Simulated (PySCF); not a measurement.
Sn(NH2)2 (H4N2Sn), SMILES [NH2][Sn][NH2] (connectivity only; charge and spin as stated), neutral, multiplicity 1.

The structure is a stationary point at B3LYP-D3(BJ)/def2-SVP. The def2 effective core potentials stand for the cores of Sn; spin–orbit coupling is left out. Other conformers were not sampled.

Calculation: CAM-B3LYP/def2-TZVPD (PySCF).

Symmetry labels are those of the subgroup C2v that the program uses (full group C2v).

Problem. List the valence orbital energies around the gap with their symmetry. (The exact figures need the calculation; the answer reports its results.)

Solution. 
```tsv
orbital	symmetry	energy (eV)
HOMO−7	B2	-23.80
HOMO−6	A1	-14.88
HOMO−5	A1	-14.60
HOMO−4	B2	-14.22
HOMO−3	B2	-11.30
HOMO−2	B1	-8.94
HOMO−1	A1	-8.37
HOMO	A2	-8.01
LUMO	B1	-0.46
LUMO+1	B2	0.60
LUMO+2	A1	0.76
LUMO+3	A1	1.33
```
